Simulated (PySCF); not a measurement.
Input for PySCF: R-MP2/6-31G* on GeH4 (SMILES [GeH4]) with ghost functions.

```python
from pyscf import gto, scf, dft, mp
from pyscf.data.elements import chemcore

mol = gto.M(
    atom='''
    Ge   -0.09412367    0.07716543    3.72297272
    H     0.10076402   -1.43928620    3.83299942
    H    -1.32903427    0.39246251    2.86393033
    H     1.14780222    0.74396510    3.11996314
    H    -0.33330187    0.65326507    5.13292620
    ghost-C    0.35853575    0.16298579   -0.04924378
    ghost-O    0.30316989   -1.01430710    0.74658696
    ghost-H    0.23727688   -0.05768253   -1.11469419
    ghost-H    1.34422351    0.59901340    0.10437426
    ghost-H   -0.39573701    0.89756779    0.25229461
    ghost-H   -0.56022166   -1.42439580    0.63417151
    ''',
    basis='6-31g*',
    cart=True,
    charge=0, spin=0, verbose=3, max_memory=1800)
mf = scf.RHF(mol)
mf.conv_tol = 1e-8
mf.max_cycle = 100
mf.kernel()
if not mf.converged:
    mf = mf.newton().run(mf.mo_coeff, mf.mo_occ)
pt = mp.MP2(mf, frozen=chemcore(mol)).run()
```

Program output:

```
converged SCF energy = -2077.38046319327
E(RMP2) = -2077.63797151208  E_corr = -0.25750831881565
E(SCS-RMP2) = -2077.62434902697  E_corr = -0.243885833708756
```

Self-consistency was reached.

Cost: roughly 1.9 core-seconds.
